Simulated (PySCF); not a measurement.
NaF, SMILES [F][Na]. Heavy atoms are numbered as in [Na:1][F:2].

Geometry optimised at B3LYP-D3(BJ)/def2-TZVPD.

Level of theory: PBE/pcSseg-2 in PySCF.

GIAO shieldings, no solvent; atoms alike by connectivity are averaged. δ = σ(ref) − σ: ¹⁹F against CFCl3 (σ = 132.0 ppm), references at their B3LYP-D3(BJ)/def2-TZVP geometries, non-relativistic.

Computed chemical shifts:
| nucleus | atoms | count | δ (ppm) |
|---|---|---|---|
| ¹⁹F | F2 | 1 | -290.3 |
